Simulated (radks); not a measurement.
Problem. Species: As3-. Configuration: [Kr]. All-electron calculation, scalar-relativistic Kohn-Sham, LDA (Slater exchange, Perdew-Wang correlation), spin-unpolarised, spherical densities, point nucleus; Watson sphere of charge +3 and radius 4 bohr. Program: a radial shooting solver on a logarithmic mesh with Libxc functionals. Some entries of the table are withheld. Estimate them.

orbital,occ.,eigenvalue (eV),<1/r> (bohr^-1),<r> (bohr)
1s,2,(1),(2),0.04556
2s,2,-1480.832,(3),(4)
2p,6,-1299.458,7.216,0.1774
3s,2,-186.0022,2.382,0.5995
3p,6,-129.9174,2.232,0.6180
3d,10,(5),1.907,0.6799
4s,2,-12.4419,0.6424,2.079
4p,6,(6),0.4217,3.140

Solution. 
(1) 1s eigenvalue (eV): -11695.22
(2) 1s <1/r> (bohr^-1): 33.42
(3) 2s <1/r> (bohr^-1): 7.356
(4) 2s <r> (bohr): 0.2031
(5) 3d eigenvalue (eV): -37.4139
(6) 4p eigenvalue (eV): -4.5748
